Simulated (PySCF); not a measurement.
**ZnGe at PBE0**

Level: PBE0. basis Zn pcseg-1, Ge pcseg-1; no relativity; PySCF 2.14.

For ZnGe, the state is ³Π (triplet), unpaired electrons σ ↑, π ↑, a second solution, started from another occupation. The bond length is 2.788 Å, the harmonic wavenumber is 107 cm⁻¹ and the force constant is 0.229 mdyn/Å. The rotational constant Be is 0.06328 cm⁻¹. The anharmonicity ωexe is 1.79 cm⁻¹. The vibration–rotation constant αe is 0.000912 cm⁻¹ and the energy of the minimum from ground-state Zn + Ge is -0.207 eV. The bond order (Mayer) is 0.55. The dipole moment (positive dipole means Zn(−)Ge(+)) is -0.10 D.

Spin–orbit coupling is left out.
